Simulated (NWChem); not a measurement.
System: C2H5BO2; SMILES C=CB(O)O

```xyz
10

B     -0.0110    -0.5075     0.0006
C     -0.6704     0.9138     0.0022
C      0.0526     2.0406    -0.0017
H     -1.7653     1.0103     0.0061
H     -0.4048     3.0360    -0.0010
H      1.1473     2.0011    -0.0056
O      1.3450    -0.6086     0.0009
H      1.6273    -1.5296    -0.0007
O     -0.7394    -1.6656    -0.0013
H     -1.6881    -1.5134    -0.0017
```
Atoms are numbered in this order, from 1.

Results from NWChem. The geometry was optimised at PBE0/def2-SVP.

Q: Estimate the computed values for PW6B95/def2-TZVP. Quantities: highest occupied level (eV); orbital gap (eV); dipole (D).

A: 
```
Quantity                     Result
---------------------------  ------
highest occupied level (eV)   -7.96
orbital gap (eV)               7.30
dipole (D)                     1.28
```
